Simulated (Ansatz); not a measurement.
`NB(O[SiH3])O[SiH3]`, 14 atoms. Charge 0, multiplicity 1. All runs use 4 threads of an AMD EPYC 9R45 on a shared host. Correlated methods freeze the cores.

(1) How many basis functions does each run have, and how long does it take in Ansatz? RKS PBE0-D4/def2-QZVPP energy; RHF-MP2/def2-QZVPP energy; RKS B97M-V/def2-TZVPP energy; direct RPA on PBE orbitals/def2-TZVPP energy; RKS ωB97M-V/def2-QZVPP energy; RKS r2SCANh-D4/def2-TZVPP energy; RKS revPBE-D4/def2-TZVPP energy; RKS ωB97X-V/def2-TZVPP energy; RHF-CCSD(T)/def2-TZVPP energy; RHF-CCSD(T)/def2-SVP energy; RKS PBE0-D4/def2-SVP energy; RKS PBE0-D4/def2-TZVP frequencies. (An estimate is asked.)

Results:

(1) Computed: Other jobs shared the machine, so times are rough.

```tsv
level	job	functions	wall time	peak host memory (GiB)
RKS PBE0-D4/def2-SVP	energy	132	0.65 s	0.7
RKS revPBE-D4/def2-TZVPP	energy	320	1.2 s	0.53
RKS r2SCANh-D4/def2-TZVPP	energy	320	2.6 s	1.1
direct RPA on PBE orbitals/def2-TZVPP	energy	320	3.4 s	1
RKS B97M-V/def2-TZVPP	energy	320	3.8 s	0.64
RKS ωB97X-V/def2-TZVPP	energy	320	4.1 s	1.3
RHF-CCSD(T)/def2-SVP	energy	132	4.5 s	0.87
RKS PBE0-D4/def2-QZVPP	energy	608	6 s	3
RKS ωB97M-V/def2-QZVPP	energy	608	13 s	3.2
RHF-MP2/def2-QZVPP	energy	608	17 s	5.1
RKS PBE0-D4/def2-TZVP	frequencies	246	2.1 min	0.82
RHF-CCSD(T)/def2-TZVPP	energy	320	5.7 min	4.8
```
